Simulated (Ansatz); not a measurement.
C3H5FO2Zr (`C#[C][Zr]([OH])([F])[O]C`), relaxed with RKS PBE0-D4/def2-TZVP in Ansatz from a GFN2-xTB geometry. The force threshold is 0.005 eV/Å; the program also tests the step.

Charge 0, multiplicity 1. Zr: def2 effective core potential.

Start:

```xyz
12

C     2.985    2.152   -0.390
C     2.035    1.448   -0.130
Zr    0.372    0.107    0.372
O    -0.902    0.795    1.582
F     0.851   -1.481    1.296
O    -0.514   -0.448   -1.189
C    -1.639   -1.231   -0.864
H     3.810    2.773   -0.620
H    -1.174    0.213    2.305
H    -1.360   -2.035   -0.150
H    -2.028   -1.699   -1.779
H    -2.436   -0.594   -0.431
```

By how much does the energy fall, and how many steps does the optimiser take? (An estimate is asked.)

Computed: 59.54 kJ/mol, in 31 steps, 6 of them rejected.

Which bonds change most? (Best estimate.)

The calculation gave: Zr3–O4 from 1.888 to 1.911 Å; C7–H10 from 1.111 to 1.094 Å; O6–C7 from 1.409 to 1.392 Å; Zr3–O6 from 1.879 to 1.896 Å.

Give the relaxed structure. (Estimate.)

Computed: 
```xyz
12

C     2.647    1.975   -0.646
C     1.865    1.235   -0.084
Zr    0.480   -0.131    0.956
O    -0.429    0.845    2.325
F     1.447   -1.597    1.716
O    -0.724   -0.787   -0.353
C    -1.691   -1.260   -1.236
H     3.335    2.626   -1.139
H    -1.072    1.258    2.894
H    -1.735   -2.353   -1.202
H    -1.448   -0.951   -2.257
H    -2.676   -0.860   -0.975
```
